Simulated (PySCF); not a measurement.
## Assignment exercise: C$_{8}$H$_{12}$OSi

Numbering as in the mapped SMILES `[CH:1]#[C:2]/[CH:3]=[C:4](/[C:5]([CH3:6])=[O:7])[SiH:8]([CH3:9])[CH3:10]` (H(Xn): hydrogen on atom n).

PySCF 2.14.0 with density-fitted response routines calculation with shieldings: GIAO PBE0/pcSseg-1 and coordinates at the GFN2-xTB level; a single conformation, averaged over atoms made equivalent by symmetry, fast rotation or ring inversion, non-relativistic Hamiltonian, no solvent model.

Shifts are taken against calculated references (same method and geometry level): ¹³C (σref 186.93) and ¹H (σref 31.72) against TMS.

Question: Assign these signals to the numbered atoms. ¹³C{¹H} NMR (computed): δ 209.1 (C), 166.7 (C), 135.0 (CH), 106.8 (CH), 86.0 (C), 28.8 (CH3), -2.7 (CH3).

Answer: 
| δ (ppm) | atoms | environment | reason |
| --- | --- | --- | --- |
| 209.1 | C5 | ketone carbonyl carbon | low-lying n→π* states of the double bond to the heteroatom give a large paramagnetic term (-271 ppm) |
| 166.7 | C4 | α carbon of a C=C–C=O unit | – |
| 135.0 | C3 | β carbon of a C=C–C=O unit | conjugation with the carbonyl draws π density from the β position |
| 106.8 | C1 | terminal alkyne carbon | – |
| 86.0 | C2 | alkyne carbon | the triple bond shields along its axis, which puts it between sp3 and sp2 carbons |
| 28.8 | C6 | methyl carbon α to a carbonyl | α to the electron-withdrawing carbonyl group |
| -2.7 | C9/C10 | methyl carbon bonded to Si | an electropositive neighbour leaves it electron-rich and shielded |

Question: Assign these signals to the numbered atoms. ¹H NMR (400 MHz, computed): δ 6.82 (d, 1H), 5.03 (sept, 1H), 3.72 (d, 1H), 2.33 (s, 3H), 0.27 (d, 6H).

Answer: 
| δ (ppm) | atoms | environment | reason |
| --- | --- | --- | --- |
| 6.82 | H(C3) | hydrogen on a β carbon of a C=C–C=O unit | a vinylic proton, deshielded by the sp2 carbon and the C=C anisotropy |
| 5.03 | H(Si8) | hydrogen on a silicon bonded to 3 C | – |
| 3.72 | H(C1) | hydrogen on a terminal alkyne carbon | – |
| 2.33 | H(C6) | hydrogen on a methyl carbon α to a carbonyl | α to C=O |
| 0.27 | H(C9)/H(C10) | hydrogen on a methyl carbon bonded to Si | an electropositive neighbour shields it, as in TMS itself |

Shifts are as computed. Against solution values, carbons near 30 ppm lie about +3 ppm off and those near 130 ppm about +5 ppm. Of 1309 compounds with measured shifts, 239 miss one by over three times the rms of a fit or turn the order of signals round; such compounds aren't used in these exercises. Multiplicities follow the n + 1 count of equivalent neighbours, as no J values were calculated; m marks all less simple cases, F and P coupling included.
